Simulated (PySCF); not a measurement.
C7H4FNO.
SMILES: `O=C=NC1=CC=CC(F)=C1`

Torsions of this conformer, `[O:1]=[C:2]=[N:3][c:4]1[cH:5][cH:6][cH:7][c:8]([F:9])[cH:10]1`: C2–N3–C4–C5 0°.

The closed-shell ground state was solved at several levels (PySCF, density fitting, gas phase, non-relativistic). The structure is a single PBE0-D3(BJ)/def2-SVP conformer in the gas phase; no vibrational or solvent corrections.

| level | basis functions | total energy (Eh) | HOMO (eV) | LUMO (eV) | gap (eV) | dipole (D) |
| --- | --- | --- | --- | --- | --- | --- |
| B3LYP/def2-SVPD | 238 | -498.6351 | -7.01 | -1.32 | 5.69 | 1.92 |
| PBE0/pcSseg-1 | 190 | -498.3698 | -7.21 | -1.09 | 6.12 | 1.96 |
| HF/pcSseg-1 | 190 | -496.0757 | -9.28 | 2.46 | 11.74 | 2.28 |

Problem. What might B3LYP/pcJ-1 (310 basis functions) give for the same quantities?

Solution. Total energy -498.9834 Eh, HOMO -6.98 eV, LUMO -1.26 eV, gap 5.72 eV, dipole 1.97 D.

Problem. Over all these levels, which gives the widest orbital gap and which the narrowest?

Solution. HF/pcSseg-1 (Hartree–Fock, all exact exchange) has the widest, 11.74 eV, and B3LYP/def2-SVPD (global hybrid, 20 % exact exchange) the narrowest, 5.69 eV. Functional and basis both differ between the two, so the spread mixes both effects. The HOMO need not be the same orbital at Hartree–Fock and at DFT levels.

Problem. How far do the dipole and the HOMO energy spread over the levels?

Solution. The dipole runs from 1.92 to 2.28 D (mean 2.03 D) and the HOMO from -9.28 to -6.98 eV.
